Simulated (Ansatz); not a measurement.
Two members of one family (InH3 adduct), computed with Ansatz in the gas phase; def2 core potentials for In, no spin–orbit coupling. The two geometries come from different levels. Binding counts from free atoms in the multiplicity of their measured ground term, without zero-point energy. The structures are stationary points that may keep the symmetry of their start.

First: In(PF3)H3 (singlet, charge 0, r2SCAN-D4/def2-SVP geometry).

Cartesian coordinates in Å:
```
In 0.492 0.052 1.598
P -0.343 -0.034 -1.104
F -1.897 -0.094 -1.429
F 0.143 -1.248 -2.005
F 0.061 1.163 -2.066
H 2.166 0.063 1.154
H -0.291 -1.449 1.961
H -0.330 1.547 1.891
```

| level | HOMO (eV) | LUMO (eV) | gap (eV) | binding per atom (eV) |
| --- | --- | --- | --- | --- |
| PBE-D4/def2-SVP | -6.92 | -1.71 | 5.21 | 2.92 |
| PBE-D4/def2-TZVP | -6.99 | -2.10 | 4.90 | 2.98 |
| r2SCANh-D4/def2-TZVP | -7.72 | -1.57 | 6.15 | 2.90 |
| PBE0-D4/def2-TZVP | -8.18 | -1.19 | 6.99 | 2.88 |
| BHLYP-D4/def2-TZVP | -9.32 | -0.19 | 9.12 | 2.77 |

Second: In(PH3)H3 (singlet, charge 0, B3LYP-D4/def2-TZVP geometry).

Cartesian coordinates in Å:
```
In 0.465 1.494 0.443
P -0.351 -1.116 -0.324
H 0.125 -2.240 0.382
H -0.048 -1.575 -1.623
H -1.716 -1.462 -0.322
H 2.161 1.165 0.290
H -0.273 1.442 2.013
H -0.362 2.292 -0.858
```

Q: Estimate the same table for the second.

A: 
| level | HOMO (eV) | LUMO (eV) | gap (eV) | binding per atom (eV) |
| --- | --- | --- | --- | --- |
| PBE-D4/def2-SVP | -6.33 | -1.06 | 5.27 | 2.25 |
| PBE-D4/def2-TZVP | -6.43 | -1.24 | 5.20 | 2.27 |
| r2SCANh-D4/def2-TZVP | -7.13 | -0.56 | 6.57 | 2.30 |
| PBE0-D4/def2-TZVP | -7.59 | -0.52 | 7.07 | 2.27 |
| BHLYP-D4/def2-TZVP | -8.69 | 0.11 | 8.80 | 2.31 |
